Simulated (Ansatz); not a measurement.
Program: Ansatz. Geometries: PBE0-D4/def2-TZVP. ΔE: electronic, gas phase. CBS: MP2 limit from def2 TZ/QZ plus the TZ coupled-cluster correction, frozen cores. This one scheme is used for every species, atoms too. For atomizations the MP2-based limit and the directly extrapolated one differ by several kJ/mol either way, and by 10 to 25 for some Ge, Se and Sn compounds, so smaller differences from it don't rank the levels. Functionals use def2-TZVPP. No spin–orbit coupling; open shells (•) take unrestricted orbitals. Spin–orbit coupling would lower the free atoms: a little for B, C, Cl, Si. Each species was taken in one conformer, which may not be the lowest.

`CB[SiH](C)Cl` → B• + 2 C• + Cl• + 8 H• + Si•  (atomization)

```csv
level,ΔE (kJ/mol)
r2SCANh-D4,4689.1
r2SCANh,4681.5
HF/def2-QZVPP,3625.8
HF/CBS(def2),3626.6
```

Q: What does CCSD(T)/CBS give? (An estimate is asked.)

A: Computed: +4668.7 kJ/mol. The listed levels differ from it by 20.4, 12.8, -1042.9, -1042.1 kJ/mol.

Largest T1 diagnostic among the species: 0.014.

In def2-TZVPP, CCSD(T) changes the Hartree–Fock value by +942.4 kJ/mol (the triples alone add +49.7 kJ/mol) and MP2 by +982.4 kJ/mol; breaking electron pairs costs correlation energy, which Hartree–Fock lacks. At CCSD(T), def2-SVP lies −231.2 kJ/mol from the extrapolated value and def2-TZVPP −104.8 kJ/mol: correlation converges slowly with the basis, and small sets miss more of it in the bonded molecule than in its fragments.
